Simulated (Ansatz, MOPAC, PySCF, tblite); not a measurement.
Dissociation curve of H₂F₂Si, SMILES F[SiH2]F. The Si1–F5 bond (Si1 also carries F, H, H; F5 carries nothing else) is stretched with both fragments frozen at the PBE0/def2-TZVP optimised geometry.

Levels of theory: UKS-LDA (SVWN5)/6-31G* = unrestricted LDA (SVWN5)/6-31G*, spherical d run with PySCF; PM6, restricted, heats of formation (MOPAC); GFN2-xTB, 300 K electronic temperature (tblite); UCCSD(T) = CCSD(T) on UHF/cc-pVTZ, frozen core run with Ansatz (a first-principles code).

Energies relative to the lowest point of each curve near equilibrium, in eV; the last columns give the difference from UCCSD(T):

```tsv
R / Å	UKS-LDA (SVWN5)/6-31G*	PM6	GFN2-xTB	UCCSD(T)	UKS-LDA (SVWN5)/6-31G* − UCCSD(T)	PM6 − UCCSD(T)	GFN2-xTB − UCCSD(T)
1.19	7.164	0.495	9.973	7.037	0.127	-6.543	2.936
1.26	4.174	0.481	5.169	4.053	0.121	-3.572	1.116
1.35	1.845	0.348	1.970	1.756	0.089	-1.408	0.214
1.41	0.934	0.218	0.904	0.875	0.060	-0.656	0.029
1.47	0.382	0.097	0.332	0.349	0.033	-0.252	-0.018
1.53	0.095	0.017	0.069	0.082	0.013	-0.065	-0.013
1.59	0.000	0.000	0.000	0.000	0.000	0.000	0.000
1.65	0.045	0.059	0.051	0.052	-0.006	0.008	-0.001
1.70	0.161	0.167	0.151	0.168	-0.008	-0.001	-0.018
1.75	0.327	0.324	0.284	0.334	-0.007	-0.010	-0.050
1.82	0.621	0.612	0.505	0.624	-0.003	-0.012	-0.119
1.99	1.481	1.501	1.108	1.475	0.006	0.026	-0.368
2.14	2.279	2.328	1.649	2.273	0.005	0.055	-0.625
2.37	3.416	3.436	2.440	3.426	-0.010	0.011	-0.986
2.66	4.607	4.500	3.305	4.755	-0.148	-0.255	-1.450
2.88	5.323	5.119	3.820	5.532	-0.209	-0.413	-1.712
3.14	5.983	5.701	4.266	6.207	-0.224	-0.506	-1.941
3.55	6.594	6.385	4.693	6.666	-0.072	-0.281	-1.974
3.93	6.891	6.846	—	6.771	0.120	0.076	—
4.26	7.041	7.158	—	6.798	0.243	0.360	—
4.74	7.163	7.508	—	6.811	0.353	0.698	—
5.63	7.258	7.955	—	6.815	0.442	1.140	—
```

UKS-LDA (SVWN5)/6-31G* is furthest from UCCSD(T) at 5.63 (0.442 eV, above); its mean absolute difference over the points is 0.105 eV.

PM6 is furthest from UCCSD(T) at 1.19 (-6.543 eV, below); its mean absolute difference over the points is 0.743 eV.

GFN2-xTB is furthest from UCCSD(T) at 1.19 (2.936 eV, above); its mean absolute difference over the points is 0.754 eV.

Dashes: no converged value, or the column stops at the first point that the program doubted or that broke a chosen test of continuity, which isn't proof of a fault.

The unrestricted determinant behind UKS-LDA (SVWN5)/6-31G* is spin-contaminated at 3.14 to 5.63 Å (<S²> up to 0.8, against 0.00 for a pure singlet). The restricted form behind PM6 keeps the bonding electrons paired and can't separate into open-shell fragments. The unrestricted determinant behind UCCSD(T) is spin-contaminated at 2.66 to 5.63 Å (<S²> up to 1.0, against 0.00 for a pure singlet).
